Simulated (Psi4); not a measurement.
C2ClO2Pt, charge +1, singlet, geometry from GFN2-xTB (such geometries of metal compounds can be far from the true shape) (the multiplicity is a formal guess) (core potentials on Pt). Base run: PBE0/def2-SV(P) (Psi4).

Geometry (Å):
```xyz
6

Pt    -0.1003    -0.0782     0.0071
Cl    -1.7023    -1.3271     0.1203
O      0.4117     2.5515    -1.3984
C      0.3151     1.5827    -0.8431
O      2.6881    -0.1349     1.1794
C      1.6797    -0.0276     0.7022
```
Charge +1, spin multiplicity 1.
All else is at Psi4's defaults (density fitting).
Base energy -805.19887 Eh.

Variants of this job, named by their change:

| change | ΔE vs base (mEh) | SCF cycles | grid points | basis functions |
|---|---|---|---|---|
| base | 0.000 | 10 | 130319 | 99 |
| dft_radial_points = 35 | 0.184 | 10 | 61705 | 99 |
| d_convergence = 1e-10 | 0.000 | 16 | 130319 | 99 |
| puream = true | 0.000 | 10 | 130319 | 99 |
| damping_percentage = 20 | 0.001 | 22 | 130319 | 99 |
| level_shift = 0.3 | 0.000 | 10 | 130319 | 99 |
| scf_type = dfdirj+cosx | -0.257 | 11 | 130319 | 99 |
| guess = sadno | 0.000 | 13 | 130319 | 99 |
| dft_radial_points = 150 | 0.002 | 10 | 259102 | 99 |
| e_convergence = 1e-10 | 0.000 | 12 | 130319 | 99 |
| d_convergence = 1e-4 | 0.000 | 10 | 130319 | 99 |
| scf_initial_accelerator = ediis | 0.000 | 10 | 130319 | 99 |
| dft_nuclear_scheme = stratmann | -0.015 | 10 | 121100 | 99 |
